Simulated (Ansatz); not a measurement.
Consider the formal loss of a carbene: `OC[SiH](F)CF` → `[CH]F` + `OC[SiH2]F`.

Gas-phase electronic energies from Ansatz, PBE0-D4/def2-TZVP geometries. CCSD(T)/CBS is the MP2 limit (def2-TZVPP, def2-QZVPP) plus CCSD(T) − MP2 in def2-TZVPP, frozen cores. This one scheme is used for every species. Each species was taken in one conformer, which may not be the lowest.

`OC[SiH](F)CF`:

Z-matrix (Å, degrees):
```
C
Si 1 1.875
O 1 1.424 2 110.3
H 1 1.094 2 109.4 3 -117.1
H 1 1.099 2 112.0 3 125.3
C 2 1.885 1 110.7 3 63.2
F 2 1.610 1 106.4 3 -52.6
H 2 1.485 1 113.1 3 -171.7
H 3 0.961 1 108.3 2 62.2
F 6 1.396 2 107.6 1 67.9
H 6 1.095 2 111.4 1 -50.6
H 6 1.094 2 112.7 1 -172.6
```

`[CH]F`:

Cartesian coordinates in Å:
```
C -0.283 -0.418 0.072
F 0.606 0.204 0.789
H -0.324 0.214 -0.860
```

`OC[SiH2]F`:

```xyz
9

O     1.229    1.165    0.406
C     0.558    0.381   -0.572
Si   -0.922   -0.509    0.160
F    -0.366   -1.347    1.415
H     1.503    0.587    1.124
H     1.241   -0.328   -1.062
H     0.223    1.071   -1.352
H    -1.533   -1.464   -0.800
H    -1.933    0.442    0.681
```

```
         level  ΔE (kJ/mol)
   HF/def2-SVP        346.5
MP2/def2-QZVPP        407.7
```

(1) What does CCSD(T)/CBS give? (Estimate.)

Largest T1 diagnostic among the species: 0.018.

Answers

(1) Computed: +384.4 kJ/mol. The listed levels differ from it by -37.9, 23.3 kJ/mol.

The D4 term adds +11.7 kJ/mol with B3LYP and +6.5 kJ/mol with PBE0; it sums over pairs of atoms, weighted by their polarisabilities, and B3LYP, whose exchange is more repulsive, gets the larger term. Leaving LDA and LC-ωPBE aside and taking each functional with its dispersion term where it has one, the values, not all of them listed here, spread over 35.5 kJ/mol, from BLYP-D4 to r2SCAN0-D4. LDA lies +54.0 kJ/mol from PBE without D4.

B3LYP here is the variant with VWN-RPA as its local correlation; programs differ in this.
